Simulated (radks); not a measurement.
The numbers below are computed, except where a source is named.
Question: The mean radii <r> (bohr) of the occupied orbitals of an atom or ion are listed with their occupations. Level of theory: Dirac Kohn-Sham, AM05, spin-unpolarised, spherical densities, finite nucleus; Fermi nuclear charge, rms radius of each element as measured or else 0.836 A^(1/3) + 0.57 fm (a radial shooting solver on a logarithmic mesh with Libxc functionals).

orbital  occ.      <r>
1s1/2       2  0.09708
2s1/2       2   0.4798
2p1/2       2   0.4412
2p3/2       4   0.4435
3s1/2       2    1.639
3p1/2       2    1.889
3p3/2       1    1.896

Name the element and its charge. Open shells, if any, fill j = l - 1/2 first.

Answer: Z = 16, sulfur, charge +1: S+ in [Ne] 3s2 3p3. The 1s radius gives Z: for a bare nucleus <r> = (2 gamma + 1)/(2Z) with gamma = sqrt(1 - (Z/c)^2), 0.09332 bohr for Z = 16, and screening makes it slightly larger (0.09708 here). The occupations add up to 15, and the charge is Z minus that.
